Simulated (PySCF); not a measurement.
Species: C3H5AlO2.
Cartesian coordinates in Å at the PBE0-D3(BJ)/def2-SVP level; atoms count from 1:
```xyz
11
C3H5AlO2 angstrom
C      1.368    0.348   -0.145
C      1.021   -0.991    0.051
O     -0.155   -1.439    0.186
Al    -1.745   -0.450    0.189
O     -0.856    1.169   -0.110
C      0.393    1.346   -0.216
H      2.418    0.619   -0.251
H      1.829   -1.743    0.094
H     -2.591   -0.827   -1.099
H     -2.343   -0.443    1.659
H      0.718    2.389   -0.379
```

Computed with PBE0-D3(BJ)/def2-SVP geometry optimisation, gas phase (PySCF 2.14.0).

Which atoms are bound to Al4, and at what distances?

4 atoms: H9 1.586 Å, H10 1.587 Å, O5 1.871 Å, O3 1.872 Å. The nearest atom not counted as bound is C6, at 2.82 Å (others tie with it).

List the angles at Al4.

| angle | degrees | distance of the outer atoms (Å) |
| --- | --- | --- |
| H9–Al4–H10 | 123.5 | 2.80 |
| O5–Al4–H9 | 109.2 | 2.82 |
| O3–Al4–H9 | 109.0 | 2.82 |
| O3–Al4–H10 | 108.9 | 2.82 |
| O5–Al4–H10 | 108.9 | 2.82 |
| O3–Al4–O5 | 93.0 | 2.72 |

Describe the arrangement about Al4 in numbers.

Angles from 93.0° to 123.5°; τ4 = (360° − α − β)/141° = 0.90 with α and β the two widest (0 for a square, 1 for a tetrahedron).

What are the other bond lengths?

C1=C2, C1–C6 1.397 Å; C2–O3, O5=C6 1.266 Å; C1–H7 1.089 Å; C2–H8, C6–H11 1.104 Å.

Give some angles away from the centre.

C2–C1–C6 121.2°, C1–C2–O3 125.8°, C2–O3–Al4 127.1°.

What are the rotational constants (commonest isotopes, rigid rotor)?

A = 4685, B = 3326, C = 2006 MHz: an asymmetric top.

Point group: C2v (every atom within 0.08 Å of its image). Charge 0, singlet. No frequency check.
